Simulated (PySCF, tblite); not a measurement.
Isomers of C4H8F2O2Si. Level: GFN2-xTB in tblite, geometry and Hessian alike; calculated harmonic values, unscaled, isolated species. Errors from tens to a few hundred cm⁻¹ against measured bands are possible. Modes of hydrogen on silicon can be 10 to 20 % off. One conformer each.

Electronic energies: PBE0/pcSseg-1 single points on the GFN2-xTB geometries (PySCF, gas phase).

```tsv
SMILES	electronic energy, lowest = 0 (kcal/mol)
CO[SiH2]C(OC)=C(F)F	63.0
FC(F)[C@H]1CCO[SiH2]O1	0.0
FC[C@@H]1O[SiH2]O[C@H]1CF	11.5
```

Q: How do GFN2-xTB zero-point energies change the relative energies?

A: 
| SMILES | ZPE (kcal/mol) | of it from modes above 1550 cm⁻¹ | electronic (kcal/mol) | with ZPE, lowest = 0 (kcal/mol) | lowest mode (cm⁻¹) | rings |
| --- | --- | --- | --- | --- | --- | --- |
| FC(F)[C@H]1CCO[SiH2]O1 | 75.6 | 31.9 | 0.0 | 0.0 | 45 | 1 |
| FC[C@@H]1O[SiH2]O[C@H]1CF | 75.3 | 32.1 | 11.5 | 11.1 | 46 | 1 |
| CO[SiH2]C(OC)=C(F)F | 72.3 | 34.7 | 63.0 | 59.6 | 16 | 0 |

The zero-point energies span 3.3 kcal/mol, from `CO[SiH2]C(OC)=C(F)F` to `FC(F)[C@H]1CCO[SiH2]O1`. The order is unchanged.

Q: And how do the electronic energies of GFN2-xTB itself compare?

A: `FC(F)[C@H]1CCO[SiH2]O1` 0.0; `FC[C@@H]1O[SiH2]O[C@H]1CF` 2.5; `CO[SiH2]C(OC)=C(F)F` 62.7 kcal/mol, lowest = 0. Against the energies above, taken from the same isomer `FC(F)[C@H]1CCO[SiH2]O1`, the largest difference is 9.0 kcal/mol.
